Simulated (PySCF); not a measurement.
H$_{2}$BrO$_{2}$Sb (SMILES [OH][Sb]([OH])[Br]), singlet, geometry from GFN2-xTB (core potentials on Sb); DF-HF/def2-QZVP (PySCF).

The PySCF input:
```python
from pyscf import gto, scf

mol = gto.M(
    atom='''
Sb    0.25699082    0.51089536    0.63784677
Br   -0.68236137   -1.40401884   -0.71390294
O    -0.60390622    1.88468596   -0.41104305
H    -1.52634236    2.03614823   -0.21338858
O     1.82512058    0.73256214   -0.46689169
H     2.53274359    0.11086291   -0.30671584
''',
    basis='def2-qzvp',
    ecp={'Sb': 'def2-qzvp'},
    verbose=4,
    max_memory=1800,
)

mf = scf.RHF(mol)
mf = mf.density_fit(auxbasis='def2-universal-jkfit')
mf.kernel()
```

Problem. What does PySCF print? Leave out banner, timings and long lists.

Solution. 
```
PySCF version 2.14.0

[INPUT] verbose = 4
[INPUT] num. atoms = 6
[INPUT] num. electrons = 76
[INPUT] charge = 0
[INPUT] spin (= nelec alpha-beta = 2S) = 0
[INPUT] symmetry False subgroup None
[INPUT] Mole.unit = angstrom
[INPUT] Symbol           X                Y                Z      unit          X                Y                Z       unit  Magmom
[INPUT]  1 Sb     0.256990820000   0.510895360000   0.637846770000 AA    0.485642266327   0.965452308711   1.205355704738 Bohr   0.0
[INPUT]  2 Br    -0.682361370000  -1.404018840000  -0.713902940000 AA   -1.289476107283  -2.653211081330  -1.349081036122 Bohr   0.0
[INPUT]  3 O     -0.603906220000   1.884685960000  -0.411043050000 AA   -1.141217360721   3.561540295213  -0.776758789906 Bohr   0.0
[INPUT]  4 H     -1.526342360000   2.036148230000  -0.213388580000 AA   -2.884369032722   3.847762503718  -0.403245974310 Bohr   0.0
[INPUT]  5 O      1.825120580000   0.732562140000  -0.466891690000 AA    3.448978040507   1.384341813825  -0.882297423935 Bohr   0.0
[INPUT]  6 H      2.532743590000   0.110862910000  -0.306715840000 AA    4.786191728848   0.209500537272  -0.579608935666 Bohr   0.0

nuclear repulsion = 403.278285579836
number of shells = 101
number of NR pGTOs = 528
number of NR cGTOs = 331
basis = def2-qzvp
ecp = {'Sb': 'def2-qzvp'}

******** <class 'pyscf.df.df_jk.DFRHF'> ********
method = DFRHF
initial guess = minao
damping factor = 0
level_shift factor = 0
DIIS = <class 'pyscf.scf.diis.CDIIS'>
diis_start_cycle = 1
diis_space = 8
diis_damp = 0
SCF conv_tol = 1e-09
SCF conv_tol_grad = None
SCF max_cycles = 50
direct_scf = False
Set gradient conv threshold to 3.16228e-05
Initial guess from minao.
******** <class 'pyscf.df.df.DF'> ********
auxbasis = def2-universal-jkfit
init E= -2919.31182129986
  HOMO = -0.66762719462807  LUMO = -0.496814754850331  gap/eV = 4.64804
cycle= 1 E= -2961.88244073286  delta_E= -42.6  |g|= 2.74  |ddm|= 45.1
  HOMO = -0.174334589374838  LUMO = 0.0910727545497194  gap/eV = 7.22210
cycle= 2 E= -2962.50320464034  delta_E= -0.621  |g|= 1.43  |ddm|= 3.07
  HOMO = -0.367589694641239  LUMO = 0.0384856214915268  gap/eV = 11.04987
cycle= 3 E= -2962.77228297222  delta_E= -0.269  |g|= 0.179  |ddm|= 1.06
  HOMO = -0.383751440734372  LUMO = 0.041124775641346  gap/eV = 11.56147
cycle= 4 E= -2962.7766918411  delta_E= -0.00441  |g|= 0.0697  |ddm|= 0.155
  HOMO = -0.383499970128543  LUMO = 0.0430835538127017  gap/eV = 11.60793
cycle= 5 E= -2962.77731980973  delta_E= -0.000628  |g|= 0.0146  |ddm|= 0.0432
  HOMO = -0.38467056355101  LUMO = 0.0433807395800232  gap/eV = 11.64787
cycle= 6 E= -2962.77742592428  delta_E= -0.000106  |g|= 0.00628  |ddm|= 0.0314
  HOMO = -0.385034261011566  LUMO = 0.0434069223336313  gap/eV = 11.65848
cycle= 7 E= -2962.77743654083  delta_E= -1.06e-05  |g|= 0.00148  |ddm|= 0.00678
  HOMO = -0.385156567511916  LUMO = 0.0433785536734697  gap/eV = 11.66103
cycle= 8 E= -2962.77743764867  delta_E= -1.11e-06  |g|= 0.000384  |ddm|= 0.00273
  HOMO = -0.385200491635706  LUMO = 0.0433753336995579  gap/eV = 11.66214
cycle= 9 E= -2962.77743773957  delta_E= -9.09e-08  |g|= 0.00013  |ddm|= 0.000634
  HOMO = -0.385200258798138  LUMO = 0.0433805176431232  gap/eV = 11.66228
cycle= 10 E= -2962.77743774958  delta_E= -1e-08  |g|= 4.22e-05  |ddm|= 0.0002
  HOMO = -0.385202410295352  LUMO = 0.0433786524598465  gap/eV = 11.66228
cycle= 11 E= -2962.77743775043  delta_E= -8.56e-10  |g|= 1.65e-05  |ddm|= 5.05e-05
  HOMO = -0.385203070567317  LUMO = 0.0433782797016449  gap/eV = 11.66229
Extra cycle  E= -2962.77743775054  delta_E= -1.12e-10  |g|= 7.94e-06  |ddm|= 1.91e-05
converged SCF energy = -2962.77743775054
```
